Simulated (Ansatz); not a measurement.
Mulliken charges of C3H5I (`C/C=C/I`) from r2SCAN/def2-TZVPP in Ansatz (PBE0-D4/def2-TZVP geometry).

```json
{"atom": "C1", "x (Å)": "-0.009", "y (Å)": "1.229", "z (Å)": "-0.033", "charge (e)": "-0.075"}
{"atom": "C2", "x (Å)": "-0.429", "y (Å)": "-0.199", "z (Å)": "0.045", "charge (e)": "-0.088"}
{"atom": "C3", "x (Å)": "0.420", "y (Å)": "-1.213", "z (Å)": "-0.008", "charge (e)": "-0.105"}
{"atom": "I4", "x (Å)": "-0.161", "y (Å)": "-3.205", "z (Å)": "0.099", "charge (e)": "-0.035"}
{"atom": "H5", "x (Å)": "-0.319", "y (Å)": "1.772", "z (Å)": "0.865", "charge (e)": "0.056"}
{"atom": "H6", "x (Å)": "-0.485", "y (Å)": "1.726", "z (Å)": "-0.884", "charge (e)": "0.056"}
{"atom": "H7", "x (Å)": "1.073", "y (Å)": "1.328", "z (Å)": "-0.138", "charge (e)": "0.039"}
{"atom": "H8", "x (Å)": "-1.492", "y (Å)": "-0.397", "z (Å)": "0.150", "charge (e)": "0.078"}
{"atom": "H9", "x (Å)": "1.491", "y (Å)": "-1.087", "z (Å)": "-0.112", "charge (e)": "0.074"}
```

**Question.** By hand: the dipole of these point charges (1 e Å = 4.8032 D).

**Answer.** Σ q r = (-0.009, 0.301, -0.007) e Å, of length 0.301 e Å = 1.45 D.

**Question.** How does the dipole of the full density compare? (Best estimate.)

**Answer.** The calculation gave: (0.028, 0.414, -0.014) e Å, 1.99 D; the point charges give 0.73 times that, at 6° from its direction.

Point charges leave out the atoms' own dipoles, such as those of lone pairs, and Mulliken's split depends on the basis, so the two needn't agree.
